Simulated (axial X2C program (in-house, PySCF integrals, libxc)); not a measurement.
Density and ELF of InTe⁺

All values were computed with an in-house all-electron X2C program for linear molecules (integrals from PySCF). Spin-free means the one-electron spin-free X2C Hamiltonian. Basis: Te dyall-cv3z [11s12p8d4f1g], In dyall-cv3z [11s12p9d4f1g] (cores contracted in-house); Gaussian nuclei, density fitting, unrestricted open shells. Masses: Te 129.906 u, In 114.904 u.

PBE0, without spin–orbit coupling, state M_S = 1, Λ = 0 (beyond evenly filled blocks: π+α, π-α); Te at z = 0, In at z = 3.312 Å.

The maps cover the half plane through the axis: z from -2.4 to 5.7 Å along the bond, ρ from 0.15 to 2.25 Å away from it (steps of 0.3 Å, the bottom row nearest the axis).

log10 of the density in e/bohr³:

digits 0 to 9 span -4.56 to 1.83 evenly
```
0011122222222111112222111000
0112223333322222222222221110
1122333333333322333333322110
1223344444443333344444332211
1233445555544433445554433221
2234455666554444456665443321
2334456777655444567776544322
2334556898655444568987544322
```

Electron localisation function (collinear form, no current term, damped to 0 at low density):

digits 0 to 9 span 0.00 to 1.00 evenly
```
0000012222210000001122100000
0001344444432000012445542000
0024566666654100123445665200
0246777777776311223334567520
1367887555677521222223457751
2578874222368622223432346762
3688852676248732247774236773
3789834575438731263726335774
```

Axial spin density in 10⁻³ e/bohr³:

digits 0 to 9 span -3.87 to 3.87 evenly, values beyond are clipped
```
5555555666655555555554444455
5555567888766555555554444444
5555689999997555555544444444
5556799999998655555544444444
5556899999999655555544444444
5555899999999644455544444444
4444599292996434455554334444
4443223999431223453635334444
```

The state is one determinant whose occupation by symmetry is held fixed; it was picked as the lowest of a PBE0 search that is not exhaustive. PBE0 can misorder states that lie within some tenths of an eV, so this need not be the ground state of the molecule. The nearest other spin-free determinant of the search, M_S = 1, Λ = 1, lies 0.46 eV up at the distance of the search.
